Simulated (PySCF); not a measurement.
H6S2Si2, SMILES [SiH2](S)[SiH2]S, B3LYP/def2-SVP optimised geometry.

```
10

S      2.58    -1.38     0.00
Si     0.40    -1.38     0.00
Si    -0.37     0.84     0.00
S     -2.53     0.80     0.18
H      2.70    -0.72     1.18
H      0.03    -2.08    -1.26
H     -0.16    -2.14     1.16
H      0.26     1.58     1.14
H      0.06     1.52    -1.26
H     -2.70     2.14     0.07
```

Density from B3LYP/def2-TZVP (PySCF) at that geometry.

Minimum of the electron density along straight lines between bonded atoms, close to the bond critical point (lines longer than 1.1 times the sum of covalent radii, or with two minima, are not listed):

```tsv
bond	length / Å	ρ at the minimum / e bohr⁻³	∇²ρ there / e bohr⁻⁵	position (fraction from the first atom)
S1–Si2	2.173	0.095	0.06	0.64
Si2–Si3	2.356	0.095	[?]	0.50
Si3–S4	2.172	0.095	0.06	0.36
S1–H5	1.354	0.209	-0.58	0.64
Si2–H6	1.489	0.121	[?]	0.49
Si2–H7	1.493	0.121	0.14	0.49
Si3–H8	1.495	0.120	0.14	0.49
Si3–H9	1.493	0.121	0.14	0.49
S4–H10	1.355	0.209	-0.58	0.64
```

Some entries are withheld; supply them.


- Si2–Si3, ∇²ρ there / e bohr⁻⁵: -0.17
- Si2–H6, ∇²ρ there / e bohr⁻⁵: 0.15
